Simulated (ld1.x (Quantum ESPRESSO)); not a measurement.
**Transferability test, RRKJ potential for Nb**

ld1.x (Quantum ESPRESSO) 7.5 input, shortened:

```
&input
   title='Nb', zed=41., rel=2, dft='PZ', iswitch=3,
   config='[Kr] 4d4 5s1 5p0', rel_dist='average'
 /
 &inputp
   pseudotype=2, tm=.false., rho0=0.005, lloc=0,
   nlcc=.true., rcore=1.30
 /
3
5P  2  1   0.00   0.00  2.85  2.85  0.0
4D  3  2   4.00   0.00  1.95  1.95  0.0
5S  1  0   1.00   0.00  2.85  2.85  0.0
 &test
   configts(1)='4d4 5s1 5p0'
 /
```

Open shells are filled in proportion to 2j + 1 (rel_dist='average').

Energies are relative to the spin-unpolarised reference configuration 4d4 5s1 5p0; without spin polarisation the order of configurations can differ from experiment. The frozen-core shift is the all-electron ΔE with the core orbitals held at their reference shape minus the fully relaxed ΔE.

```csv
valence configuration,charge,ΔE all-electron (eV),error AE − PS (meV),frozen-core shift (meV)
4d3 5s0 5p0,+2,21.192,-113,+79
4d2 5s0 5p0,+3,46.123,-618,+537
4d4.5 5s0.5 5p0,0,0.584,-15,+5.3
4d4 5s0.5 5p0,+0.5,2.765,-2.7,+0.5
4d4 5s0 5p1,0,3.046,-2.6,+0.4
```

(1) What are ΔE and the potential's error for 4d1 5s0 5p0?

(2) What are ΔE and the potential's error for 4d4 5s0 5p0?

Levels in the configuration 4d3 5s0 5p0:

| level | all-electron (eV) | pseudo (eV) |
| --- | --- | --- |
| 4d j=3/2 | -19.443 | -19.711 |
| 4d j=5/2 | -19.242 | -19.506 |

## Answers

(1) ΔE = 83.207 eV all-electron; the error (AE − PS) is -1677 meV.

(2) ΔE = 6.917 eV all-electron; the error (AE − PS) is -13 meV.
